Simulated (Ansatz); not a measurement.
The cluster K4Bi2⁺, relaxed as a doublet with UKS r2SCAN-D4/def2-SVP in Ansatz, starting from the GFN1-xTB geometry. Force threshold 0.02 eV/Å.

In the def2 sets Bi takes a core potential; there is no spin–orbit coupling. The relaxation made no stability test and no search for a lower SCF solution. The structure comes from a short search, and lower isomers may exist.

Start:

```xyz
6

K     0.674    2.505   -0.096
K     1.388   -1.102   -0.635
K    -1.157   -1.221    2.058
K     2.636    0.344    2.865
Bi   -2.360   -1.280   -1.439
Bi   -1.181    0.753   -2.754
```

```csv
step,energy (eV),largest force component (eV/Å),SCF passes
1,-76971.6486,0.574,83
2,-76971.7969,0.459,49
3,-76971.9947,0.226,46
4,-76972.0870,0.139,56
5,-76972.1530,0.202,54
6,-76972.2049,0.233,47
7,-76972.3041,0.271,46
8,-76972.4103,0.292,54
9,-76972.4916,0.115,44
10,-76972.5321,0.062,40
11,-76972.5738,0.072,43
13,-76972.6572,0.120,34
15,-76972.7824,0.135,33
17,-76972.9173,0.138,32
19,-76973.1026,0.234,32
21,-76973.3225,0.202,39
23,-76973.4802,0.148,36
25,-76973.5725,0.177,29
27,-76973.7017,0.148,30
29,-76973.8663,0.150,30
31,-76973.9166,0.026,29
33,-76973.9210,0.034,32
35,-76973.9237,0.020,31
36,-76973.9242,0.005,25
```

Force components are those of the run's own axes.

End:

```xyz
6

K    -1.755    2.639   -0.389
K     0.691   -2.274   -2.117
K    -2.761   -1.534    2.463
K     3.088    0.426    1.037
Bi   -0.273   -0.386    0.659
Bi    1.009    1.129   -1.654
```

Bonds lost: K1–K2, K1–K3, K1–K4, K2–K3, K3–K4 (atoms count from 1). Bonds formed: K1–Bi5, K4–Bi5, K4–Bi6 (atoms count from 1). Metal–metal contacts that move far: K2–K4 3.99 to 4.80 Å.

The force fell under the threshold at step 32, but the optimiser went on and released 0.006 eV more. No frequencies were taken in this run, so the end may be a saddle point.

Hardware: 4 threads of Arm Neoverse V1 on a shared host. Wall time 9.6 min.
